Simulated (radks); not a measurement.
Results of a calculation; reference values are marked as such.
Effect of the nuclear size on neutral aluminium, [Ne] 3s2 3p1. Level of theory: Dirac Kohn-Sham, relativistic LDA (MacDonald-Vosko exchange, VWN5 correlation), spin-unpolarised, spherical densities, finite nucleus; open shells are shared between the two j in proportion to 2j + 1; Fermi nuclear charge, rms radius 3.061 fm (a radial shooting solver on a logarithmic mesh with Libxc functionals). The rms radius is varied about that value; shifts are against it.

rms radius (fm)  total energy shift (eV)  density at nucleus (e/bohr^3)  1s1/2 shift (meV)
2.4641                          -0.00130                           1489             -0.538
2.8529                         -0.000483                           1486             -0.200
3.061                                  0                           1485              0.000
3.3518                          0.000730                           1483              0.303
3.6242                           0.00147                           1482              0.612

Slopes of the eigenvalues against <r^2> in GHz/fm^2, as finite differences over the two radii next to the reference (eigenvalue slopes, not the field-shift constants of lines): 1s1/2 39.4.
